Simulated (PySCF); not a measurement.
# Correlation energy of Tl (thallium, neutral)

[Xe] 4f14 5d10 6s2 6p1, 2P determinant. Calculation: PySCF 2.14, in aug-cc-pVDZ-PP with ECP60MDF (5s4p3d, 32 functions); scalar relativity through the core potential. Frozen: 5s2 5p6 5d10; 3 electrons correlated.

MP2 pair energies summed by pair of shells (mhartree):

| pair | energy | share (%) |
| --- | --- | --- |
| 6s-6s | -13.50 | 61.2 |
| 6s-6p | -8.57 | 38.8 |

Total MP2 correlation energy: -22.06 mhartree.

Same-spin part -2.02 and opposite-spin part -20.05 mhartree; SCS-MP2 scales them by 1/3 and 6/5 to -24.73 mhartree.

| level | correlation energy (mhartree) |
| --- | --- |
| CCSD | -32.06 |
| (T) | -0.29 |
| CCSD(T) | -32.35 |

Diagnostics: T1 = 0.0093, D1 = 0.0213, largest double amplitude 0.043.

Spin-orbit coupling, absent here, splits the open shell strongly.

Cost of the coupled-cluster step: 0.14 s of wall time on 1 thread of Neoverse-V2 (shared host), for 3 correlated electrons.
